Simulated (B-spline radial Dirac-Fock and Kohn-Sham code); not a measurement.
Two-hole binding energies of S²⁻

System: the S²⁻ ion, [Ne] 3s2 3p6, inside a Watson sphere of charge +2 and radius 2.208 Å (a model of the Madelung potential; inside it an electron's potential energy is lowered by 13.0 eV).

The computed values come from a radial finite-basis atomic code: multi-electron Dirac-Fock with separately optimised hole states, Breit and Lamb-shift corrections added in first order. U is the two-hole binding energy less the two single-hole energies, the effective repulsion of the holes after relaxation. Each two-hole energy is an average over J within one jj subconfiguration.

```csv
holes,E(a) (eV),E(b) (eV),E(ab) (eV),U (eV)
1s⁻²,2472.4,2472.4,5150.4,205.6
1s⁻¹ 2p1/2⁻¹,2472.4,165.7,2683.2,45.1
1s⁻¹ 3p1/2⁻¹,2472.4,6.37,2487.9,9.2
2s⁻²,230.2,230.2,?,?
2s⁻¹ 2p1/2⁻¹,230.2,165.7,422.5,26.6
2s⁻¹ 2p3/2⁻¹,230.2,164.5,421.2,26.6
2p1/2⁻²,165.7,165.7,365.8,34.5
2p1/2⁻¹ 2p3/2⁻¹,165.7,164.5,361.8,31.6
2s⁻¹ 3p1/2⁻¹,230.2,6.37,245.7,9.1
2p3/2⁻¹ 3s⁻¹,164.5,18.85,194.4,11.0
2p1/2⁻¹ 3p3/2⁻¹,165.7,6.31,181.2,9.2
2p3/2⁻¹ 3p1/2⁻¹,164.5,6.37,180.1,9.2
3p1/2⁻²,6.37,6.37,21.14,8.4
3p3/2⁻²,6.31,6.31,20.59,8.0
```

Task: Give the missing two-hole energy and U.

Result: E(ab) = 491.2 eV and U = 30.8 eV.
